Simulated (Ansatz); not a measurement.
```yaml
crystal:
  periodic: [false, false, false]
  atoms:
    - {symbol: C, position_ang: [0.468434, -2.395744, 1.236529]}
    - {symbol: C, position_ang: [0.347624, -1.531062, 0.390525]}
    - {symbol: Ti, position_ang: [0.151832, -0.100806, -0.988744]}
    - {symbol: Cl, position_ang: [-1.419529, -0.657446, -2.372931]}
    - {symbol: Cl, position_ang: [2.066616, 0.227547, -1.948294]}
    - {symbol: C, position_ang: [-0.387288, 1.558124, -0.017317]}
    - {symbol: C, position_ang: [-0.713224, 2.562691, 0.584851]}
    - {symbol: H, position_ang: [0.573340, -3.152688, 1.981754]}
    - {symbol: H, position_ang: [-0.999304, 3.442986, 1.116424]}
basis:
  gaussian: {orbitals: ANO-RCC-VTZP}
hamiltonian: {xc: {name: wPBEh}}
multiplicity: 3
output: {forces: true}
```

```sh
$ ansatz run in.yaml --threads 4 --pin off --events-out ev --progress --plain --max-ram 11315MiB
```

It prints (some lines left out):

```
Error: YAML parse error: error: line 16 column 1: unknown field `multiplicity`, expected one of crystal, accuracy, basis, kpoints, hamiltonian, magnetization, projection, total_charge, correlation, batch, efield, external_charges, scf, relax, neb, saddle, md, ramp, phonons, dielectric, real_time, elastic, magnetic_configurations, gw, evaluate, workflow, output, checkpoint, execution
14 |   gaussian: {orbitals: ANO-RCC-VTZP}
15 | hamiltonian: {xc: {name: wPBEh}}
16 | multiplicity: 3
17 | output: {forces: true}
```

Q: Something in this input is off. What?

A: The input holds a key that doesn't belong there. The program refused the input.
